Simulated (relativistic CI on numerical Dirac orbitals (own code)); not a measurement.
**Slater and spin-orbit integrals, Hg³⁹⁺**

Calculated at this level of theory: Dirac-Coulomb-Breit CI, KLI orbitals optimised for each configuration, QED by a radiative potential, unscaled Slater integrals (own radial code, finite nucleus).

Slater integrals F^k, G^k are unscaled and averaged over j, outside the closed core [Ar] 3d10; ζ comes from projecting the Hamiltonian with its Breit term on Σ l·s of the shell.

- 4s²4p⁶4d⁵: F^2(4d,4d) = 262700, F^4(4d,4d) = 178920, ζ(4d) = 87967 cm⁻¹; <r>(4d) = 0.3814, <r^2>(4d) = 0.1664 (bohr units).
- 4s²4p⁶4d⁴4f: F^2(4d,4d) = 262550, F^4(4d,4d) = 178810, ζ(4d) = 87874, F^2(4d,4f) = 264670, F^4(4d,4f) = 172140, G^1(4d,4f) = 267050, G^3(4d,4f) = 185950, G^5(4d,4f) = 137190, ζ(4f) = 16326 cm⁻¹; <r>(4d) = 0.3817, <r^2>(4d) = 0.1666, <r>(4f) = 0.3558, <r^2>(4f) = 0.1434 (bohr units).
- 4s²4p⁵4d⁶: ζ(4p) = 713760, F^2(4d,4d) = 262640, F^4(4d,4d) = 178870, F^2(4p,4d) = 263500, G^1(4p,4d) = 326310, G^3(4p,4d) = 209130, ζ(4d) = 87658 cm⁻¹; <r>(4p) = 0.3802, <r^2>(4p) = 0.1638, <r>(4d) = 0.3815, <r^2>(4d) = 0.1664 (bohr units).

(1) Give the Racah parameters of the d shell in 4s²4p⁶4d⁵.

Averages of the first 9 configurations, taken without configuration mixing, which lowers the lowest level and can move excited configurations by several eV; other configurations of the list can lie among them:

```csv
Configuration,Parity,States,Average energy above the lowest level (eV)
4s²4p⁶4d⁵,even,252,57.8
4s²4p⁶4d⁴4f,odd,2940,297.9
4s²4p⁵4d⁶,odd,1260,313.7
4s4p⁶4d⁵4f,odd,7056,768.0
4p⁶4d⁷,even,120,1007.8
4p⁵4d⁸,odd,270,1260.1
4s²4p⁶4d³5s²,even,120,1202.7
4s²4p⁶4d²4f5s²,odd,630,1441.9
4s4p⁶4d³4f5s²,odd,3360,1912.7
```

## Answers

(1) B = F²/49 − 5F⁴/441 = 3333 cm⁻¹ and C = 35F⁴/441 = 14200 cm⁻¹.
